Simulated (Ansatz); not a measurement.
One change: `[SH][GeH]([Cl])[Cl]` becomes `[Cl][GeH]([Cl])[Cl]`.

Ansatz, PBE0-D4/def2-TZVP geometries, multiplicity 1. Each molecule was computed in one conformer, which needn't be the lowest.

Scalar relativity is left out up to krypton.

```tsv
property	`[SH][GeH]([Cl])[Cl]`
HOMO–LUMO gap (PBE0/def2-TZVPP) / eV	6.93
HOMO energy (PBE0/def2-TZVPP) / eV	-8.11
LUMO energy (ωB97M-V/def2-TZVPP) / eV	0.84
HOMO–LUMO gap (ωB97M-V/def2-TZVPP) / eV	11.15
LUMO energy (PBE0/def2-TZVPP) / eV	-1.18
LUMO energy (B3LYP/def2-TZVPP) / eV	-1.49
```

(1) Give the same properties after the change, and the shifts. (An estimate is asked.)

## Answers

(1) Ansatz gave: 
| property | `[Cl][GeH]([Cl])[Cl]` | shift |
| --- | --- | --- |
| HOMO–LUMO gap (PBE0/def2-TZVPP) / eV | 7.98 | 1.05 |
| HOMO energy (PBE0/def2-TZVPP) / eV | -9.39 | -1.28 |
| LUMO energy (ωB97M-V/def2-TZVPP) / eV | 0.65 | -0.19 |
| HOMO–LUMO gap (ωB97M-V/def2-TZVPP) / eV | 12.29 | 1.14 |
| LUMO energy (PBE0/def2-TZVPP) / eV | -1.41 | -0.23 |
| LUMO energy (B3LYP/def2-TZVPP) / eV | -1.73 | -0.24 |

With PBE0 the HOMO falls by 1.28 eV and the LUMO falls by 0.23 eV, so the gap widens by about 1.05 eV. PBE moves the HOMO by -1.11 eV and ωB97M-V by -1.33 eV. The zero-point energy changes by -20.9 kJ/mol with -3 modes.

B3LYP here is the variant with VWN-RPA as its local correlation; programs differ in this.
